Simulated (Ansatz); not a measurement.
`[GaH2][AsH2]` + HCl → `[Cl][GaH2]` + arsine at 700 K and 1 bar (cleavage of the Ga–As bond).

Gas-phase electronic energies from Ansatz, PBE0-D4/def2-TZVP geometries. CBS: MP2 limit from def2 TZ/QZ plus the TZ coupled-cluster correction, frozen cores. This one scheme is used for every species. For As, Ga outer-core shells are correlated without core-valence functions, which leaves a few kJ/mol of doubt a bond. Scalar relativity is left out up to krypton.

```tsv
species	CCSD(T)/CBS energy (Eh)	H − E (kJ/mol)	S (J/(mol·K))
`[GaH2][AsH2]`	-4161.33979	126.6	378.2
HCl	-460.38127	38.4	211.8
`[Cl][GaH2]`	-2384.95520	74.2	315.7
`[AsH3]`	-2236.79077	87.1	262.7
```

H − E and S are ideal-gas, rigid-rotor, harmonic terms from PBE0-D4/def2-TZVP. 1 Eh = 2625.50 kJ/mol, R = 8.31446 J/(mol·K).

By hand: ΔE, ΔH, ΔS and ΔG.

ΔE = (-2384.95520) + (-2236.79077) − (-4161.33979) − (-460.38127) = -0.02491 Eh = -65.4 kJ/mol. Δ(H − E) = 74.2 + 87.1 − 126.6 − 38.4 = -3.7, so ΔH = -69.1 kJ/mol. ΔS = 315.7 + 262.7 − 378.2 − 211.8 = -11.6 J/(mol·K). ΔG = -69.1 − 700 × (-11.6)/1000 = -61.0 kJ/mol.

By hand: the equilibrium constant, and the temperature at which ΔG would vanish if ΔH and ΔS stayed fixed.

log₁₀ K = −ΔG/(RT ln 10) = 4.6. ΔG = 0 at ΔH/ΔS = 5957 K, far beyond where these terms or the molecules hold.

The number of gas molecules stays the same, so ΔS is small and ΔH decides. A doubt of 5 kJ/mol in ΔE shifts log₁₀ K by 0.4 here. These are equilibria of isolated gas molecules and say nothing of rates. Largest T1 diagnostic: 0.012 (customary marks: 0.02 for closed shells, 0.045 for open ones).
